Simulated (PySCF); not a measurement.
# Ionising GeBr

UHF-CCSD(T); Ge def2-TZVPPD, Br def2-TZVPPD; no relativity (PySCF 2.14). Neutral (UHF): doublet (π ↑), Re = 2.326 Å, ωe = 300 cm⁻¹, De = 3.52 eV.

GeBr⁺ (RHF): singlet (closed shell), Re = 2.205 Å, ωe = 375 cm⁻¹, De = 4.22 eV to Ge⁺ + Br. The energies at the minima are -4648.31022 hartree for GeBr and -4648.04564 for GeBr⁺.

**Question.** Work out the adiabatic ionisation energy, without and with harmonic zero-point energies (1 hartree = 27.2114 eV, 1 eV = 8065.5 cm⁻¹), and the change of the bond length.

**Answer.** At CCSD(T): 0.26458 hartree = 7.200 eV between the minima; the zero-point term (375.0 − 300.0)/2 cm⁻¹ = +0.005 eV makes it 7.204 eV. Re changes by -12.1 pm against the neutral. The electron leaves a π orbital, and the shorter bond of the ion fits an antibonding orbital, or a change in how ionic the bond is.

Correlated steps freeze 18 core orbitals. For an ion De counts to the pair picked by the measured ionisation energies or electron affinities, which need not be the lowest pair at this level. Where the molecule has an RHF reference, its open-shell atoms are computed with UHF. States were picked by a PBE0 search and need not be the measured ground states.

Neutral and ion stand on different kinds of reference determinant, which adds to the error of the difference.
